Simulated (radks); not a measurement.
Rh, 45 electrons, occupied as [Kr] 4d3 5s2 5p4 (not the ground configuration).

Calculated with a radial shooting solver on a logarithmic mesh with Libxc functionals: Dirac Kohn-Sham, BLYP, spin-unpolarised, spherical densities, finite nucleus; open shells fill j = l - 1/2 first; Fermi nuclear charge, rms radius 4.4945 fm.

Energy parts (eV):
| part | energy |
|---|---|
| total | -130163.127 |
| kinetic | 135717.763 |
| electron-nucleus | -314014.531 |
| Hartree | 51890.819 |
| exchange-correlation | -3757.178 |

Orbitals (lengths in bohr, moments of r in powers of bohr):
\begin{tabular}{lrrrr}
orbital & occ. & eigenvalue (eV) & <1/r> & <r^4> \\ \hline
1s1/2 & 2 & -23057.51 & 47.05 & 5.366e-06 \\
2s1/2 & 2 & -3367.733 & 10.79 & 0.0009676 \\
2p1/2 & 2 & -3120.566 & 10.77 & 0.0006349 \\
2p3/2 & 4 & -2975.907 & 10.17 & 0.0007230 \\
3s1/2 & 2 & -625.0907 & 3.744 & 0.04693 \\
3p1/2 & 2 & -528.4245 & 3.648 & 0.04719 \\
3p3/2 & 4 & -503.5046 & 3.504 & 0.05243 \\
3d3/2 & 4 & -332.3991 & 3.333 & 0.04967 \\
3d5/2 & 6 & -327.4772 & 3.296 & 0.05137 \\
4s1/2 & 2 & -107.9332 & 1.444 & 1.584 \\
4p1/2 & 2 & -77.6501 & 1.336 & 2.152 \\
4p3/2 & 4 & -73.3707 & 1.294 & 2.382 \\
4d3/2 & 3 & -26.4485 & 1.040 & 6.312 \\
4d5/2 & 0 & -25.8709 & 1.030 & 6.540 \\
5s1/2 & 2 & -11.9746 & 0.5294 & 73.57 \\
5p1/2 & 2 & -5.5138 & 0.4308 & 183.3 \\
5p3/2 & 2 & -5.0525 & 0.4154 & 210.9 \\
\end{tabular}

The highest occupied level is 5p3/2 at -5.052 eV. The configuration is held as typed, so some empty levels lie below it. Summed over all electrons, <r^2> = 75.72 bohr^2, which gives a Langevin (diamagnetic) susceptibility term of -60 x 10^-6 cm^3/mol. The density falls to 0.001 e/bohr^3 at r = 5.02 bohr. The electron density at the nucleus is 1.211e+05 e/bohr^3.
